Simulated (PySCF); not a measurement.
B(Cl)2(Et) (C2H5BCl2), SMILES CCB(Cl)Cl.

Geometry: PBE0-D3(BJ)/def2-SVP. Other conformers were not sampled.

Calculation: PySCF with PBE/def2-TZVP.

Symmetry labels are those of the subgroup Cs that the program uses (full group Cs).

Computed valence orbital energies around the gap with their symmetry:
```
orbital  symmetry  energy (eV)
-------  --------  -----------
HOMO−7         A'       -10.45
HOMO−6         A'        -9.30
HOMO−5         A"        -9.19
HOMO−4         A'        -8.68
HOMO−3         A"        -8.46
HOMO−2         A"        -8.00
HOMO−1         A'        -7.54
HOMO           A'        -7.47
LUMO           A"        -2.15
LUMO+1         A'         0.04
LUMO+2         A'         1.03
LUMO+3         A'         1.29
```
